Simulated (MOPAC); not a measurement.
MOPAC input (AM1):

```
AM1 1SCF CHARGE=-1 GEO-OK AUX(PRECISION=9) THREADS=1
CH4Al

Al   -0.15526539 1   -0.72569440 1   -0.28210757 1
C     0.39017292 1    1.03799155 1    0.41475884 1
H    -0.08535335 1    1.20433579 1    1.38767278 1
H     0.02484031 1    1.82089132 1   -0.25900463 1
H     1.46645436 1    1.16248934 1    0.53339726 1
H    -1.72852874 1   -0.98163855 1   -0.48322008 1
```

What heat of formation does the run end on, and which ionisation energy by Koopmans theorem?

14.74 kcal/mol; 1.26 eV.
